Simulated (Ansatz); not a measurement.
`C[CH2][Al]([F])[F]` + HCl → `[F][Al]([F])[Cl]` + ethane  (ligand exchange at the Al–C bond)

Calculated with Ansatz (gas phase, PBE0-D4/def2-TZVP geometries, no zero-point term in ΔE). CBS: MP2 limit from def2 TZ/QZ plus the TZ coupled-cluster correction, frozen cores. This one scheme is used for every species. DFT in def2-TZVPP. Each species was taken in one conformer, which may not be the lowest.

CCSD(T)/CBS gives -158.3 kJ/mol.

Question: Another level gave -163.4 kJ/mol. Which?
A. B97M-V/def2-TZVPP
B. revPBE-D4/def2-TZVPP
C. HF/def2-TZVPP
D. ωB97M-V/def2-TZVPP

Answer: A. B97M-V -163.4, ωB97M-V -154.6, HF/def2-TZVPP -178.4, revPBE-D4 -148.8 kJ/mol.

Question: What do rigid-rotor, harmonic-oscillator terms from PBE0-D4/def2-TZVP frequencies (298.15 K, 1 bar) make of the CCSD(T)/CBS value? (An estimate is asked.)

Answer: Computed: ΔZPE = +12.5 kJ/mol, ΔH = -149.0 kJ/mol, ΔS = -14 J/(mol·K), ΔG = -144.8 kJ/mol. Modes under 50 cm⁻¹ make the entropy rough.

Largest T1 diagnostic among the species: 0.012.

From PBE to PBE0 (25 % exact exchange), in def2-TZVPP and without D4, ΔE moves by −6.3 kJ/mol. Leaving LDA and LC-ωPBE aside and taking each functional with its dispersion term where it has one, the values, not all of them listed here, spread over 16.5 kJ/mol, from BHLYP-D4 to PBE-D4. LDA lies +7.3 kJ/mol from PBE without D4. In def2-TZVPP, CCSD(T) changes the Hartree–Fock value by +22.1 kJ/mol (the triples alone add +2.3 kJ/mol) and MP2 by +18.1 kJ/mol.
